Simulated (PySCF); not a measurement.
H3Cl3OSiTi, charge +1, doublet, at a GFN2-xTB geometry (such geometries of metal compounds can be far from the true shape) (the multiplicity is a formal guess), with bond 7-6 at 1.8 times its length; B3LYP/STO-3G run with PySCF.

PySCF was given this input:
```python
from pyscf import gto, scf, dft

mol = gto.Mole()
mol.atom = '''
    Ti   -0.17507707    0.17438403    0.15741319
    Cl    0.11630453    2.26937492   -0.07938371
    Cl   -0.03099157   -0.17969877    2.25076625
    Cl   -2.22030061   -0.16037105   -0.32312225
    O     0.91778940   -0.78452048   -0.77835391
    Si    1.87399804   -1.75400478   -1.64477986
    H     4.24238327   -1.76385555   -0.36086328
    H     2.18141537   -0.99819699   -2.89930824
    H     1.19701530   -3.04473000   -1.79896425
'''
mol.basis = 'sto-3g'
mol.charge = 1
mol.spin = 1
mol.verbose = 5
mol.build()

mf = dft.UKS(mol)
mf.xc = 'b3lyp'
mf.kernel()
mo_i, mo_e, stable_i, stable_e = mf.stability(internal=True, external=False, return_status=True, nroots=6, tol=1e-6)
print('internally stable:', stable_i, ' externally stable:', stable_e)
if not stable_i:
    umf = mf.copy()
    umf.scf_summary = {}
    umf.kernel(umf.make_rdm1(mo_i, mf.mo_occ))
mf.analyze()
```

### Question
Predict the main parts of the log of this PySCF run.

### Answer

```
PySCF version 2.14.0

[INPUT] verbose = 5
[INPUT] max_memory = 4000
[INPUT] num. atoms = 9
[INPUT] num. electrons = 97
[INPUT] charge = 1
[INPUT] spin (= nelec alpha-beta = 2S) = 1
[INPUT] symmetry False subgroup None
[INPUT] Mole.unit = angstrom
[INPUT] Symbol           X                Y                Z      unit          X                Y                Z       unit  Magmom
[...]
[INPUT] ---------------- BASIS SET ----------------
[INPUT] l, kappa, [nprim/nctr], expnt,             c_1 c_2 ...
[INPUT] O
[...]
                                23.808861         0.53532814
                                6.4436083         0.44463454
[...]
                                1.1695961         0.39951283
                                0.380389          0.70011547
[...]
                                1.1695961         0.60768372
                                0.380389          0.39195739
[INPUT] Si
[...]
                                74.28083305       0.5353281423
                                20.10329229       0.4446345422
[...]
                                5.389706871       0.3995128261
                                1.752899952       0.7001154689
[...]
                                0.4125648801      0.2255954336
                                0.1614750979      0.900398426
[...]
                                5.389706871       0.6076837186
                                1.752899952       0.3919573931
[...]
                                0.4125648801      0.5951670053
                                0.1614750979      0.462001012
[INPUT] H
[...]
                                0.62391373        0.53532814
                                0.1688554         0.44463454
[INPUT] Ti
[...]
                                188.2662926       0.5353281423
                                50.95220601       0.4446345422
[...]
                                17.48676162       0.3995128261
                                5.687237606       0.7001154689
[...]
                                1.645810296       0.2175436044
                                0.635004777       0.9166769611
[...]
                                0.2628702203      0.0196064117
                                0.1160862609      1.131034442
[...]
                                17.48676162       0.6076837186
                                5.687237606       0.3919573931
[...]
                                1.645810296       0.5777664691
                                0.635004777       0.4846460366
[...]
                                0.2628702203      0.5715227604
                                0.1160862609      0.5498949471
[...]
                                0.502076728       0.6555473627
                                0.19371681        0.286573259
[INPUT] Cl
[...]
                                109.5358542       0.5353281423
                                29.64467686       0.4446345422
[...]
                                9.053563477       0.3995128261
                                2.944499834       0.7001154689
[...]
                                0.5940934274      0.2255954336
                                0.232524141       0.900398426
[...]
                                9.053563477       0.6076837186
                                2.944499834       0.3919573931
[...]
                                0.5940934274      0.5951670053
                                0.232524141       0.462001012

nuclear repulsion = 743.815412213297
number of shells = 34
number of NR pGTOs = 186
number of NR cGTOs = 62
basis = sto-3g
ecp = {}

******** <class 'pyscf.dft.uks.UKS'> ********
method = UKS
initial guess = minao
damping factor = 0
level_shift factor = 0
DIIS = <class 'pyscf.scf.diis.CDIIS'>
diis_start_cycle = 1
diis_space = 8
diis_damp = 0
SCF conv_tol = 1e-09
SCF conv_tol_grad = None
SCF max_cycles = 50
direct_scf = True
direct_scf_tol = 1e-13
number electrons alpha = 49  beta = 48
XC library pyscf.dft.libxc version 7.1.2
[...]
converged SCF energy = -2568.40747619058  <S^2> = 0.76062752  2S+1 = 2.0105994
<class 'pyscf.dft.uks.UKS'> wavefunction is stable in the internal stability analysis
internally stable: True  externally stable: None
Total Energy =                       -2568.407476190581292
[...]
5 Si 2py        -0.00032   0.00364
5 Si 2pz         0.00006   0.00270
5 Si 3px         0.01393   0.08436
5 Si 3py         0.02302  -0.08469
5 Si 3pz        -0.01329  -0.06185
6 H 1s          -0.00095   0.00156
7 H 1s          -0.01274   0.01874
8 H 1s           0.01455   0.01107

To work with the spin densities directly, `use mulliken_meta_spin()` only printing them here.

 ** Mulliken spin pop alpha/beta on meta-lowdin orthogonal AOs **
 ** Mulliken Spin Density (per AO)  **
spin_pop of  0 Ti 1s       -0.00000
spin_pop of  0 Ti 2s       -0.00000
spin_pop of  0 Ti 3s       -0.00000
spin_pop of  0 Ti 4s       -0.00086
spin_pop of  0 Ti 2px       0.00000
spin_pop of  0 Ti 2py      -0.00000
spin_pop of  0 Ti 2pz       0.00000
spin_pop of  0 Ti 3px      -0.00000
spin_pop of  0 Ti 3py      -0.00000
spin_pop of  0 Ti 3pz      -0.00000
spin_pop of  0 Ti 4px      -0.00058
spin_pop of  0 Ti 4py      -0.00042
spin_pop of  0 Ti 4pz      -0.00031
spin_pop of  0 Ti 3dxy     -0.00147
spin_pop of  0 Ti 3dyz     -0.00141
spin_pop of  0 Ti 3dz^2    -0.00308
spin_pop of  0 Ti 3dxz     -0.00210
spin_pop of  0 Ti 3dx2-y2   -0.00230
spin_pop of  1 Cl 1s        0.00000
spin_pop of  1 Cl 2s       -0.00000
spin_pop of  1 Cl 3s       -0.00002
spin_pop of  1 Cl 2px       0.00000
spin_pop of  1 Cl 2py       0.00000
spin_pop of  1 Cl 2pz       0.00000
spin_pop of  1 Cl 3px       0.00136
spin_pop of  1 Cl 3py       0.00007
spin_pop of  1 Cl 3pz      -0.00003
spin_pop of  2 Cl 1s        0.00000
spin_pop of  2 Cl 2s       -0.00000
spin_pop of  2 Cl 3s        0.00004
spin_pop of  2 Cl 2px       0.00000
spin_pop of  2 Cl 2py       0.00000
spin_pop of  2 Cl 2pz       0.00000
spin_pop of  2 Cl 3px       0.01369
spin_pop of  2 Cl 3py       0.00873
spin_pop of  2 Cl 3pz       0.00046
spin_pop of  3 Cl 1s        0.00000
spin_pop of  3 Cl 2s       -0.00000
spin_pop of  3 Cl 3s        0.00003
spin_pop of  3 Cl 2px       0.00000
spin_pop of  3 Cl 2py       0.00000
spin_pop of  3 Cl 2pz       0.00000
spin_pop of  3 Cl 3px       0.00032
spin_pop of  3 Cl 3py       0.00836
spin_pop of  3 Cl 3pz       0.01254
spin_pop of  4 O 1s       -0.00000
spin_pop of  4 O 2s        0.00173
spin_pop of  4 O 2px       0.05098
spin_pop of  4 O 2py       0.00190
spin_pop of  4 O 2pz       0.03691
spin_pop of  5 Si 1s       -0.00000
spin_pop of  5 Si 2s        0.00000
spin_pop of  5 Si 3s       -0.01133
spin_pop of  5 Si 2px      -0.00002
spin_pop of  5 Si 2py       0.00000
spin_pop of  5 Si 2pz      -0.00001
spin_pop of  5 Si 3px      -0.00816
spin_pop of  5 Si 3py      -0.00307
spin_pop of  5 Si 3pz      -0.00139
spin_pop of  6 H 1s        0.87714
spin_pop of  7 H 1s        0.01633
spin_pop of  8 H 1s        0.00596
 ** Mulliken Spin Density (per atom)  **
spin density of  0 Ti =     -0.01253
spin density of  1 Cl =      0.00138
spin density of  2 Cl =      0.02292
spin density of  3 Cl =      0.02126
spin density of  4 O =      0.09152
spin density of  5 Si =     -0.02397
spin density of  6 H =      0.87714
spin density of  7 H =      0.01633
spin density of  8 H =      0.00596
 ** Mulliken pop alpha/beta on meta-lowdin orthogonal AOs **
 ** Mulliken pop       alpha | beta **
In total            49.00000 | 48.00000
 ** Mulliken atomic charges   ( Nelec_alpha | Nelec_beta ) **
charge of  0Ti =      1.02287  (    10.48230     10.49483 )
charge of  1Cl =     -0.24044  (     8.62091      8.61953 )
charge of  2Cl =     -0.22233  (     8.62263      8.59971 )
charge of  3Cl =     -0.22336  (     8.62231      8.60105 )
charge of  4O =     -0.28594  (     4.18873      4.09721 )
charge of  5Si =      0.85506  (     6.56048      6.58446 )
charge of  6H =      0.10584  (     0.88565      0.00851 )
charge of  7H =     -0.00553  (     0.51093      0.49460 )
charge of  8H =     -0.00617  (     0.50606      0.50010 )

WARN: System has nonzero charge 1; the dipole moment is origin-dependent.
Location of origin: [0. 0. 0.]

Dipole moment(X, Y, Z, Debye): 10.16147, -8.33406, -6.67361
```
